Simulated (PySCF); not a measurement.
**Towards the basis-set limit for ZnO**

State: ³Π, triplet, unpaired electrons σ ↑, π ↑. De refers to Zn + O. ROHF-based CCSD(T) in PySCF 2.14 with Zn aug-cc-pVDZ-PP with ECP10, O aug-cc-pVDZ and Zn aug-cc-pVTZ-PP with ECP10, O aug-cc-pVTZ (frozen core orbitals: 5; scalar-relativistic core potentials). Correlation energies are extrapolated as n⁻³ (n = 2, 3), Hartree–Fock as (n+1)·exp(−9√n).

```json
{"Level": "CCSD(T)/DZ", "Re (Å)": "1.8666", "ωe (cm⁻¹)": "537.5", "ωexe (cm⁻¹)": "4.85", "αe (cm⁻¹)": "0.00394", "De (eV)": "1.056"}
{"Level": "CCSD(T)/TZ", "Re (Å)": "1.8475", "ωe (cm⁻¹)": "556.3", "ωexe (cm⁻¹)": "4.89", "αe (cm⁻¹)": "0.00402", "De (eV)": "1.188"}
{"Level": "HF/CBS", "Re (Å)": "1.8427", "ωe (cm⁻¹)": "620.8", "ωexe (cm⁻¹)": "3.36", "αe (cm⁻¹)": "0.00310", "De (eV)": "0.371"}
{"Level": "MP2/CBS", "Re (Å)": "1.8216", "ωe (cm⁻¹)": "599.4", "ωexe (cm⁻¹)": "3.80", "αe (cm⁻¹)": "0.00350", "De (eV)": "1.372"}
{"Level": "CCSD/CBS", "Re (Å)": "1.8388", "ωe (cm⁻¹)": "578.3", "ωexe (cm⁻¹)": "4.44", "αe (cm⁻¹)": "0.00375", "De (eV)": "1.148"}
{"Level": "CCSD(T)/CBS", "Re (Å)": "1.8433", "ωe (cm⁻¹)": "562.1", "ωexe (cm⁻¹)": "4.83", "αe (cm⁻¹)": "0.00398", "De (eV)": "1.242"}
```

Question: How much is left between CCSD(T)/TZ and the basis-set limit, and how much do the triples give at the limit?

Answer: CCSD(T)/CBS less CCSD(T)/TZ: -4.2 mÅ in Re, +5.8 cm⁻¹ in ωe and +0.054 eV in De. CCSD(T)/CBS less CCSD/CBS: +4.5 mÅ in Re, -16.2 cm⁻¹ in ωe and +0.094 eV in De.

The T1 diagnostic is 0.032. The state was picked by a PBE0 search and need not be the measured ground state. Spin–orbit coupling, excitations beyond (T) and corrections to the Born–Oppenheimer picture are left out.

The whole job (state search and all basis sets along the bond) took about 28 min on 4 threads of Arm Neoverse V1 (shared host), peak memory 15 GiB.
